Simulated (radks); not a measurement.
Values are calculated unless marked as measured or tabulated.
Lu II, configuration [Xe] 4f14 6s2. Level of theory: Dirac Kohn-Sham, exchange-only B88, spin-unpolarised, spherical densities, point nucleus (a radial shooting solver on a logarithmic mesh with Libxc functionals).

Normalised radial functions P(r) = r R(r) (large component), r in bohr:

r,5p1/2
0.003801,0.0231
0.005997,0.0416
0.009461,0.0748
0.01505,0.1296
0.02374,0.1990
0.03746,0.2409
0.0591,0.1538
0.09399,-0.1333
0.1483,-0.3437
0.234,0.0140
0.3691,0.5092
0.5824,-0.0010
0.9263,-0.8973
1.461,-0.8625
2.306,-0.3167
3.638,-0.0419
5.786,-0.0012
9.129,0.0000

5p1/2: eigenvalue -44.229 eV, 3 radial nodes at r = 0.0780, 0.232, 0.582 bohr, <r> = 1.31 bohr, 90 % of the charge inside 1.93 bohr.
